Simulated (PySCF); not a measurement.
System: C5H10O, net charge 0, singlet state. 
Geometry from a B3LYP-D3(BJ)/def2-TZVP (Ansatz) optimisation:
SMILES: CCCC(=O)C
```xyz
16

C      2.6548     0.6062    -0.4687
C      1.4557    -0.2146    -0.0040
C      0.1343     0.5021    -0.2417
C     -1.0922    -0.2732     0.2023
O     -1.0133    -1.3738     0.6969
C     -2.4267     0.4088    -0.0080
H      2.7104     1.5620     0.0585
H      2.5971     0.8233    -1.5384
H      3.5903     0.0741    -0.2889
H      1.4359    -1.1778    -0.5180
H      1.5479    -0.4486     1.0586
H      0.0080     0.7441    -1.3041
H      0.1191     1.4720     0.2705
H     -2.5676     0.6478    -1.0650
H     -2.4566     1.3550     0.5382
H     -3.2327    -0.2365     0.3333
```

Dispersion corrections to the total energy (kcal/mol) from the dftd3 and dftd4 libraries through PySCF: D3(BJ) without and D4 with the three-body term, each with the damping fitted for the functional named.

```
functional  D3(BJ)      D4
----------  ------  ------
B2GP-PLYP    -3.79   -2.82
LC-wPBE      -6.56   -7.38
PBE0         -6.22       …
PW6B95       -3.33       …
TPSSh        -8.28   -8.29
revPBE      -19.09  -23.44
HSE06            …   -5.19
```

Question: What belongs in the gaps?

Answer: 
- PBE0, D4: -5.64
- PW6B95, D4: -5.73
- HSE06, D3(BJ): -4.50
